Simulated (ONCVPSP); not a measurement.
## tantalum, ONCV: configuration errors across variants

tantalum, optimised norm-conserving Vanderbilt (ONCV), made with ONCVPSP 4.0.1 (PBE, scalar-relativistic). Core [Kr] 4d10 4f14, reference 5s2 5p6 5d3 (charge +2). Waves: 5s: rc 1.65 bohr, ncon 4, nbas 7, qcut 8.1 1/bohr, 2 projectors, debl 3 Ha; 5p: rc 1.85 bohr, ncon 3, nbas 8, qcut 8.6 1/bohr, 2 projectors, debl 1.7 Ha; 5d: rc 2.50 bohr, ncon 4, nbas 8, qcut 6.5 1/bohr, 2 projectors, debl 3.3 Ha. Local part: polynomial inside 1.35 bohr (lpopt 5, dvloc0 3 Ha). Core correction: Teter function, fcfact 3.25, rcfact 1.6.

In the s channel the program set the typed energies aside and used -3.254, 0.250 Ha. In the p channel the program set the typed energies aside and used -2.020, 0.250 Ha.

All-electron excitation energies from the reference (eV): (1) 5s2 5p6 5d3 6s2 -23.440; (2) 5s2 5p6 5d3 6s1 -14.972; (3) 5s2 5p6 5d2 23.604; (4) 5s2 5p6 5d4 6s1 -21.346.

1 further variants failed, have other tests or too few solved ones, and are left out.

Errors AE − PS in meV (a dash: test not solved or not reliable):

| change | (1) | (2) | (3) | (4) | bound ghosts | GHOST(+) flags above zero |
| --- | --- | --- | --- | --- | --- | --- |
| base | +9.7 | +4.5 | -28 | +4.1 | none | s |
| core correction Teter function, fcfact 3.25, rcfact 1.76 | -33 | -12 | -56 | -29 | none | s |
| s: rc 1.94 | +10 | +5.6 | -29 | +5.0 | none | s |
| d: qcut 4.1 | +3.6 | +0.9 | +6.8 | -3.5 | none | s |
| s: qcut 9.2; p: qcut 9.8; d: qcut 7.4 | +16 | +7.9 | -31 | +7.3 | none | s |
| p: ncon 4, nbas 9 | +9.7 | +4.5 | -28 | +4.1 | none | s |

Q: Give the same row for: d: rc 2.38.

A: +9.9, +4.6, -30, +4.3; bound ghosts: none; GHOST(+) flags above zero: s.
